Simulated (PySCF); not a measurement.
C2H7BOS. Atoms are numbered in the order given.

```xyz
12

B     -0.8022     0.4005     0.0000
H     -1.9253     0.8495     0.0000
O      0.2902     1.1937     0.0000
C      0.2204     2.6056     0.0000
H     -0.8230     2.9627     0.0000
H      0.7332     2.9969    -0.8933
H      0.7332     2.9969     0.8933
S     -0.6324    -1.3925     0.0000
C      1.1869    -1.6157     0.0000
H      1.6320    -1.1607     0.8948
H      1.3828    -2.6960     0.0000
H      1.6320    -1.1607    -0.8948
```

Coordinates come from a B3LYP-D3(BJ)/def2-SVP optimisation. This is a generated structure with no PubChem entry under its InChIKey; it may be hypothetical. Other conformers were not sampled.

Calculation: PBE/def2-TZVP (PySCF).

The molecule is in vacuum.

Computed frontier levels, gap, dipole moment and polarisability:
* **highest occupied level**: -5.83 eV
* **lowest empty level**: -0.82 eV
* **orbital gap**: 5.00 eV
* **dipole moment**: 2.14 D
* **quadrupole, principal values (traceless, Buckingham form, about the centre of nuclear charge)**: -4.36, -2.61, 6.97 D·Å
* **mean static polarisability**: 66.2 bohr³ (9.81 Å³)
* **polarisability, principal values**: 49.1, 65.1, 84.4 bohr³
